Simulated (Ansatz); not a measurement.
**Which is lower?**

The two ends of one reaction step of AlSiH5ClF, closed shell (PBE0-D4/def2-TZVP).

A:

```json
{"atom": "Al1", "x (Å)": "-1.5529", "y (Å)": "-0.5060", "z (Å)": "-0.7190"}
{"atom": "F2", "x (Å)": "-0.1463", "y (Å)": "0.7948", "z (Å)": "-0.1374"}
{"atom": "H3", "x (Å)": "-1.5124", "y (Å)": "-0.2572", "z (Å)": "-2.2774"}
{"atom": "H4", "x (Å)": "-2.7344", "y (Å)": "-0.0549", "z (Å)": "0.2259"}
{"atom": "Si5", "x (Å)": "1.3286", "y (Å)": "0.5686", "z (Å)": "0.6043"}
{"atom": "Cl6", "x (Å)": "-0.4286", "y (Å)": "-2.2002", "z (Å)": "-0.0334"}
{"atom": "H7", "x (Å)": "2.1531", "y (Å)": "-0.2386", "z (Å)": "-0.3093"}
{"atom": "H8", "x (Å)": "1.0652", "y (Å)": "-0.0592", "z (Å)": "1.9091"}
{"atom": "H9", "x (Å)": "1.8277", "y (Å)": "1.9526", "z (Å)": "0.7372"}
```

B:

Al1  (-1.607, -0.011, -0.958)
F2  (-0.452, 1.210, -0.952)
H3  (-1.574, -0.979, -2.206)
H4  (-2.878, 0.243, -0.055)
Si5  (1.423, 0.045, 0.828)
Cl6  (-0.178, -1.327, 0.657)
H7  (2.041, 0.191, -0.500)
H8  (2.327, -0.658, 1.767)
H9  (0.898, 1.286, 1.420)
(Å)

Computed with Ansatz 0.2.0 (basis: def2-TZVPP); correlated methods freeze the cores. B3LYP uses VWN-RPA correlation.

Which structure is lower at CCSD(T), and by how much? (To be estimated.)

Computed: A, by 6.64 kcal/mol (electronic energy, against the other). By their contacts, A is AlSiH₅ClF ([SiH3][F][AlH2][Cl]) and B is AlSiH₅ClF ([F][AlH2][Cl][SiH3]).

All methods give the same order:

| method | E(B) − E(A) (kcal/mol) |
| --- | --- |
| SPW92 | 4.16 |
| PBE-D4 | 3.80 |
| BLYP-D4 | 4.97 |
| r2SCAN-D4 | 5.87 |
| B97M-V | 6.59 |
| PBE0-D4 | 5.21 |
| B3LYP-D4 | 6.12 |
| r2SCAN0-D4 | 6.57 |
| BHLYP-D4 | 7.81 |
| CAM-B3LYP-D4 | 6.92 |
| wB97X-V | 6.27 |
| wB97M-V | 6.16 |
| B2PLYP | 6.54 |
| PBE-QIDH | 6.26 |
| RPA on PBE | 6.35 |
| HF | 10.41 |
| MP2 | 6.37 |
| CCSD | 7.21 |
| CCSD(T) | 6.64 |

T1 diagnostic: at most 0.011.

Labels in which every atom is bracketed show which atoms are joined, not bond orders.

For scale, one of the runs: CCSD(T)/def2-TZVPP, 227 basis functions, launched by `ansatz run in.yaml --threads 4 --pin off --events-out ev --progress --plain --max-ram 9574MiB`. Hardware: 4 CPU threads of an Arm Neoverse V1, shared host. Wall time 76 s; peak host memory 3.4 GiB.
